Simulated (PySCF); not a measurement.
Triethylamine alane, C6H18AlN.
SMILES with atom numbers: `[CH3:1][CH2:2][N+:3]([AlH3-:4])([CH2:5][CH3:6])[CH2:7][CH3:8]` (hydrogens: H9, H10, H11 on C1; H12, H13 on C2; H14, H15, H16 on Al4; H17, H18 on C5; H19, H20, H21 on C6; H22, H23 on C7; H24, H25, H26 on C8)

Cartesian coordinates in Å at the PBE0-D3(BJ)/def2-SVP level; atoms count from 1:
```
atom  x, y, z in Å
C1    -2.0652   -1.0262   -0.5358
C2    -0.9703   -0.0266   -0.8461
N3     0.0852    0.0779    0.1895
Al4   -0.7229    0.7957    1.9853
C5     0.6819   -1.2373    0.5407
C6     1.3323   -2.0141   -0.5909
C7     1.1548    1.0045   -0.2609
C8     0.7193    2.4371   -0.4938
H9    -2.8559   -0.9347   -1.2942
H10   -1.7108   -2.0672   -0.5524
H11   -2.5193   -0.8346    0.4479
H12   -1.4182    0.9721   -0.9373
H13   -0.4969   -0.2589   -1.8181
H14    0.6242    1.3697    2.6585
H15   -1.8089    1.8669    1.4727
H16   -1.3203   -0.5457    2.6422
H17   -0.1093   -1.8375    1.0101
H18    1.4160   -1.0363    1.3372
H19    2.1940   -1.4919   -1.0310
H20    0.6239   -2.2493   -1.3993
H21    1.7012   -2.9711   -0.1939
H22    1.6040    0.6010   -1.1856
H23    1.9292    0.9834    0.5204
H24    0.2612    2.8768    0.4038
H25    0.0094    2.5370   -1.3272
H26    1.6066    3.0360   -0.7460
```

Computed with PySCF at PBE0/pcSseg-1, non-relativistic, on one gas-phase PBE0-D3(BJ)/def2-SVP geometry that isn't relaxed in the solvent. The solvent is an IEF-PCM continuum (Bondi radii, 1.10 Å for H, scaled by 1.2). Specific hydrogen bonds and non-electrostatic terms are outside this model.

```tsv
run	E − E(gas) (kcal/mol)	HOMO (eV)	HOMO–LUMO gap (eV)	dipole (D)
gas	0.00	-7.18	8.01	5.50
P	-7.03	-7.68	8.40	6.89
Q	-5.89	-7.59	8.37	6.65
```

The runs were made in chloroform and dichloromethane. Which run belongs to which solvent?

P = dichloromethane, Q = chloroform. The dielectric constants are 4.711 (chloroform), 8.93 (dichloromethane), and the energy falls further as ε rises. In this model the ground state sees the solvent through ε alone.

How constant is the ratio of the lowering to (ε − 1)/(2ε + 1)?

```
        solvent  (ε − 1)/(2ε + 1)  E − E(gas) (kcal/mol)  ratio (kcal/mol)  polarisation term (kcal/mol)
     chloroform             0.356                  -5.89             -16.5                         -6.72
dichloromethane             0.420                  -7.03             -16.7                         -8.24
```

The ratio changes by +1.1 % in size from chloroform to dichloromethane. The polarisation term is half the interaction of the solute with the induced surface charges.
